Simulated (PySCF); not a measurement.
This script is equivalent to a calculation on C (carbon, neutral).

```python
from pyscf import gto, scf, dft, mp, cc
import basis_set_exchange as bse
mol = gto.M(atom="C 0 0 0", charge=0, spin=2, symmetry="D2h",
            basis=gto.basis.parse(bse.get_basis("def2-TZVP", elements=["C"], fmt="nwchem", header=False)))
mf = dft.UKS(mol, xc="PBE")
mf.irrep_nelec = {'Ag': (2, 2), 'B1u': (1, 0), 'B2u': (1, 0)}
mf.kernel()
```

What total energy does it give?

-37.796 hartree (calculated).

Which occupied shell lies highest, and where?

2p α, at -6.054 eV.

What is ⟨S²⟩, and what would a pure spin state give?

2.003, against 2.00.
